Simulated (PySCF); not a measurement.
BeCl, SMILES [Be][Cl], multiplicity 2.

Coordinates come from a PBE-D3(BJ)/def2-TZVPD optimisation. The multiplicity is an assumed one; other spin states were not compared.

Two levels are set side by side: PBE/def2-TZVPD (PySCF) and PBE0/def2-TZVPD (PySCF). Same geometry, gas phase. Differences are taken from unrounded values.

```
quantity                     PBE0   PBE  PBE minus PBE0
---------------------------  ----  ----  --------------
α-spin orbital gap (eV)      5.14  3.29           -1.85
β-spin orbital gap (eV)      7.49  5.35           -2.14
dipole moment (D)            0.95  0.84           -0.11
mean polarisability (bohr³)  40.5  41.9             1.4
```

Loosely held outer electrons make PBE densities more polarisable. Differences between two approximate levels are no errors against the true value.

Rough cost on one machine, each run with all the roots and properties that it gave: PBE0 against PBE within a factor of 2.
